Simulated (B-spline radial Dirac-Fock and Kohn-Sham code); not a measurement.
Calculated with a radial B-spline solver, using Dirac-Fock orbitals of the configuration average with a finite nucleus.

Question: This computed X-ray form factor belongs to an atom or ion in its tabulated ground configuration. Which?

```tsv
sin θ/λ (Å⁻¹)	f₀
0.08	40.808
0.12	39.435
0.18	36.751
0.4	26.485
0.49	23.518
0.75	18.102
1.13	12.729
2.1	5.977
3.9	3.083
```

Answer: Rh³⁺, with 42 electrons in [Kr] 4d6. f₀ tends to the number of electrons as s goes to zero, which the first rows give only roughly, and the rate of fall reflects the nuclear charge, 45.

Question: This computed X-ray form factor belongs to an atom or ion in its tabulated ground configuration. Which?

```
sin θ/λ (Å⁻¹)      f₀
          0.1  55.117
          0.2  52.624
          0.3  48.929
            1  22.976
          1.1  21.057
          1.4  17.219
          1.8  14.160
            2  12.862
            5   4.282
```

Answer: Tm¹³⁺, with 56 electrons in [Kr] 4d10 4f9 5s1. f₀ tends to the number of electrons as s goes to zero, which the first rows give only roughly, and the rate of fall reflects the nuclear charge, 69.
